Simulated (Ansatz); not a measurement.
Two isomers of Cl2H4O2Si2: A = `O[SiH2][Si](O)(Cl)Cl`, B = `O[Si](O)(Cl)[SiH2]Cl`.

Calculated with Ansatz (gas phase, PBE0-D4/def2-TZVP geometries, no zero-point term in ΔE). CCSD(T)/CBS is the MP2 limit (def2-TZVPP, def2-QZVPP) plus CCSD(T) − MP2 in def2-TZVPP, frozen cores. Functionals use def2-TZVPP. B3LYP here is the variant with VWN-RPA as its local correlation; programs differ in this. Each species was taken in one conformer, which may not be the lowest.

A:

```xyz
10

O    -0.394   -1.356   -1.786
Si   -0.268   -1.349   -0.144
Si   -0.066    0.843    0.654
O     1.120    1.555   -0.212
Cl   -1.802    1.926    0.456
Cl    0.399    0.857    2.657
H     0.277   -0.886   -2.283
H    -1.505   -1.966    0.385
H     0.920   -2.106    0.339
H     1.319    2.483   -0.065
```

B:

Z-matrix (Å, degrees):
```
Si
O 1 1.625
Cl 1 2.065 2 111.5
O 1 1.634 2 108.6 3 -118.6
Si 1 2.334 2 107.8 3 118.1
H 2 0.960 1 119.0 3 66.7
H 4 0.959 1 117.9 2 162.3
Cl 5 2.066 1 105.7 2 173.3
H 5 1.483 1 112.4 2 55.8
H 5 1.483 1 112.4 2 -68.8
```

Problem. Which is lower in electronic energy at CCSD(T)/CBS, and by how much? (An estimate is asked.)

Solution. Computed: B, by 4.4 kcal/mol.

Problem. Give E(B) − E(A) in kcal/mol with ωB97M-V, B3LYP-D4, r2SCAN-D4, HF/def2-TZVPP, B3LYP, MP2/def2-TZVPP, CCSD(T)/def2-TZVPP. (Estimate.)

Solution. Computed: ωB97M-V -4.2, B3LYP-D4 -4.0, r2SCAN-D4 -4.3, HF/def2-TZVPP -5.0, B3LYP -3.9, MP2/def2-TZVPP -4.1, CCSD(T)/def2-TZVPP -4.4. None reverses the order clearly.

Largest T1 diagnostic: 0.011.
